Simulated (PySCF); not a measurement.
Ionisation energy of Ca by level of theory

Ca [Ar] 4s2 (1S) → Ca+ [Ar] 4s1 (2S), as a difference of total energies. All numbers are calculated (PySCF 2.14, no relativity, point nucleus, in 6-31G*). Correlated levels: valence: [Ar] frozen. The calculations carry no spin-orbit coupling.

```
        method  ionisation energy (eV)
           UHF                   5.128
         M06-L                   6.119
           PBE                   6.111
CCSD (valence)                   5.849
```

Question: Estimate what MP2 (valence) gives.

Answer: 5.600 eV, closest to CCSD (valence) among the rows shown.

Question: Estimate what SCS-MP2 (valence) gives.

Answer: 5.694 eV, closest to CCSD (valence) among the rows shown.

These non-relativistic numbers lack the scalar-relativistic shift.

Errors of the correlated levels include the incompleteness of this basis and the frozen core.

With two correlated electrons CCSD is exact in that space.

For comparison: 6.113 eV (measured; NIST Atomic Spectra Database, ionization energies).
